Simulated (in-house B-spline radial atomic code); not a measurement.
## TDHF excitations of Rb7+

Method: TDHF. Computed with an all-electron radial atomic-structure program (B-spline basis): linear response of the closed shell [Ar] 3d10 4s2 with bare exchange (time-dependent Hartree-Fock); scalar-relativistic (spin-free one-electron X2C), finite nucleus, no spin-orbit coupling, no double excitations, S, P, D and F terms only; shells from n = 2 respond. Only terms of natural parity with L up to 3 were computed.

Command:
```bash
python run_td.py task.json out
```
Settings (radii: box in bohr, nucleus in fm):
```
Z                        37
electrons                30
configuration            [Ar] 3d10 4s2
hamiltonian              x2c
method                   hf
box_radius               12.81
rms_radius               4.2036
intervals                70
```

Time taken, with all properties: 1.7 s on 1 thread of Arm Neoverse N1 (shared host).

The lowest states, in the order of their Tamm-Dancoff energies; the method's threshold (minus the highest occupied level) is 130.80 eV. Labels give the largest channel, * marks a mixed state, and oscillator strengths are full-response dipole values. Energies in eV:

```tsv
state	full response	Tamm-Dancoff	oscillator strength
4s → 4p 3P	15.078	15.683	-
4s → 4p 1P	?	?	?
4s → 4d 3D	47.82	47.86	-
4s → 4d 1D	50.77	50.83	-
4s → 5s 3S	63.26	63.27	-
4s → 5s 1S	64.87	64.91	-
4s → 5p 3P	71.35	71.37	-
4s → 5p 1P	72.11	72.16	0.112
4s → 4f 3F	73.84	73.85	-
4s → 4f 1F	75.05	75.06	-
4s → 5d 3D	83.37	83.38	-
4s → 5d 1D	83.94	83.96	-
4s → 6s 3S	89.82	89.82	-
4s → 6s 1S	90.33	90.35	-
4s → 6p 3P	93.71	93.71	-
4s → 6p 1P	93.98	94.00	0.0511
4s → 5f 3F	94.43	94.44	-
4s → 5f 1F	?	?	-
```

(1) Where does 4s → 5f 1F lie?

(2) Where does 4s → 4p 1P lie?

(3) How large is the singlet-triplet splitting of 4s → 4p (P terms) in Tamm-Dancoff?

(4) What polarisabilities and dispersion coefficient does the method give?

Results:

(1) At 94.88 eV in full response, 94.88 eV in Tamm-Dancoff.

(2) At 22.933 eV in full response, 23.514 eV in Tamm-Dancoff, oscillator strength 1.54.

(3) 7.83 eV, from the unrounded values.

(4) Dipole 2.36 bohr³, quadrupole 2.06 bohr⁵, C6 4.122 hartree·bohr⁶ for two such species.
